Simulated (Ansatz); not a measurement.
A run for Ansatz (a program for electronic structure): R-CCSD(T)/def2-TZVPP on Hg2++, 2S+1 = 1, a spin state set in the input, which need not be the lowest, a point of a bond scan (R = 2.661 Å). Charge +2. Elements past Kr take the def2 small-core potentials; no spin–orbit coupling.

Ansatz 0.2 input:
```yaml
crystal:
  periodic: [false, false, false]
  atoms:
    - {symbol: Hg, position_ang: [0.00000000, 0.00000000, 0.00000000]}
    - {symbol: Hg, position_ang: [0.00000000, 0.00000000, 2.66144800]}
basis:
  gaussian:
    orbitals: def2-TZVPP
total_charge: 2
magnetization: {spin_polarized: false}
correlation: {method: ccsd_t, electrons: valence}
output: {orbitals: {seedname: ./end}}
```

Task: What total energy does the run end on?

Result: -305.5095 hartree (reference determinant -304.3490, T1 diagnostic 0.012).

Task: How many basis functions does it have, and what does it roughly cost on one machine?

Result: 118 functions; about 16 core-seconds (a rough figure).
